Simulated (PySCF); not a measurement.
Si(Cl)2(F)(OSiH3) (Cl₂FH₃OSi₂), SMILES F[Si](Cl)(Cl)O[SiH3].

Geometry optimised at PBE0-D3(BJ)/def2-SVP. This is a generated structure with no PubChem entry under its InChIKey; it may be hypothetical. Other conformers were not sampled.

These are PBE0-D3(BJ)/def2-SVP in PySCF values and carry that method's errors.

Frequencies are harmonic and unscaled.

```tsv
mode	ν (cm⁻¹)	IR (km/mol)	moving atoms (share of kinetic energy)
1	22	0.4	H 29 %, Si 23 %, O 20 %, Cl 19 %, F 9 %
2	36	0.2	H 80 %
3	54	0.8	Si 37 %, Cl 35 %, O 12 %, H 12 %
4	167	0.5	Cl 69 %, F 12 %, O 11 %
5	200	2.3	F 39 %, Cl 26 %, O 23 %, Si 11 %
6	259	21.8	F 40 %, Cl 24 %, Si 23 %, O 11 %
7	304	14.8	O 32 %, F 25 %, Si 21 %, Cl 19 %
8	310	24.4	Cl 38 %, O 25 %, F 25 %, Si 10 %
9	474	22.8	Cl 52 %, Si 22 %, F 13 %, O 10 %
10	653	220.7	Si 69 %, Cl 28 %
11	686	44.8	Si 67 %, H 17 %, O 8 %
12	725	67.7	H 83 %, Si 9 %
13	737	107.6	H 71 %, O 14 %, Si 14 %
14	943	48.0	F 40 %, Si 33 %, H 26 %
15	948	100.5	H 93 %
16	951	149.6	H 74 %, Si 13 %, F 12 %
17	976	460.0	H 81 %, Si 14 %
18	1144	484.6	O 71 %, Si 21 %
19	2257	58.2	H 98 %
20	2262	117.1	H 96 %
21	2281	106.2	H 96 %
```
